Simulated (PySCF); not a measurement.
CH₅BrFNSi, singlet, geometry from GFN2-xTB; CAMB3LYP/cc-pVDZ, polarisability (PySCF).

PySCF was given this input:
```python
from pyscf import gto, scf, dft
from pyscf.prop import polarizability

mol = gto.Mole()
mol.atom = '''
    C     1.938482    0.892163    0.833872
    Si    0.292399   -0.026623    0.762942
    N    -0.998226    0.418009    1.786731
    F     0.568604   -1.571446    1.102298
    Br   -0.519657    0.044709   -1.286915
    H     1.824061    1.941098    0.573984
    H     2.658624    0.461396    0.142643
    H     2.369244    0.842049    1.830304
    H    -0.981648    0.177437    2.762192
    H    -1.536615    1.249901    1.620696
'''
mol.basis = 'cc-pvdz'
mol.charge = 0
mol.spin = 0
mol.verbose = 3
mol.build()

mf = dft.RKS(mol)
mf.xc = 'camb3lyp'
mf.kernel()
alpha = mf.Polarizability().polarizability()[2, 2]
print('alpha_zz =', alpha)
```

Output, abridged:

```
site-packages/pyscf/prop/efg/rhf.py:45: UserWarning: Module EFG is under testing
  warnings.warn('Module EFG is under testing')
site-packages/pyscf/prop/efg/dhf.py:30: UserWarning: Module EFG is under testing
  warnings.warn('Module EFG is under testing')
site-packages/pyscf/prop/zfs/uhf.py:40: UserWarning: Module ZFS is under testing
  warnings.warn('Module ZFS is under testing')
site-packages/pyscf/prop/gtensor/uhf.py:43: UserWarning: Module g-tensor is under testing
  warnings.warn('Module g-tensor is under testing')
site-packages/pyscf/prop/gtensor/uks.py:41: UserWarning: Module g-tensor is under testing
  warnings.warn('Module g-tensor is under testing')
site-packages/pyscf/prop/hfc/uks.py:35: UserWarning: Module HFC is under testing
  warnings.warn('Module HFC is under testing')
site-packages/pyscf/prop/magnetizability/rhf.py:39: UserWarning: Module magnetizability is under testing
  warnings.warn('Module magnetizability is under testing')
site-packages/pyscf/prop/magnetizability/uhf.py:37: UserWarning: Module magnetizability is under testing
  warnings.warn('Module magnetizability is under testing')
site-packages/pyscf/prop/magnetizability/rks.py:37: UserWarning: Module magnetizability is under testing
  warnings.warn('Module magnetizability is under testing')
site-packages/pyscf/prop/magnetizability/uks.py:39: UserWarning: Module magnetizability is under testing
  warnings.warn('Module magnetizability is under testing')
site-packages/pyscf/prop/polarizability/uhf.py:34: UserWarning: Module polarizability is under testing
  warnings.warn('Module polarizability is under testing')
site-packages/pyscf/prop/polarizability/rks.py:29: UserWarning: Module polarizability is under testing
  warnings.warn('Module polarizability is under testing')
site-packages/pyscf/prop/polarizability/uks.py:29: UserWarning: Module polarizability is under testing
  warnings.warn('Module polarizability is under testing')
converged SCF energy = -3059.53749456054
alpha_zz = 58.73419391217878
```
